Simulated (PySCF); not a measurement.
Ionisation energy along the 36-electron series

Calculated with PySCF 2.14 and a two-component X2C-1e Hamiltonian (Gaussian nucleus, no Breit or QED terms), each ion in its own even-tempered basis scaled to its charge; GMP2 freezes [Ne] and drops the highest virtual spinors. Values in eV. NIST values: (m) measured, (s) semi-empirical, (t) theoretical.

```
  ion  configuration  GHF (screened spin-orbit)  GMP2 (screened spin-orbit)         NIST
Ba²⁰⁺           [Kr]                     644.21                      645.40  646 ± 4 (t)
Ce²²⁺           [Kr]                     746.71                      747.93  749 ± 4 (t)
```

Question: Fill in the row of La²¹⁺.

Answer: configuration: [Kr]; GHF (screened spin-orbit): 694.62; GMP2 (screened spin-orbit): 695.82; NIST: 696 ± 4 (t).
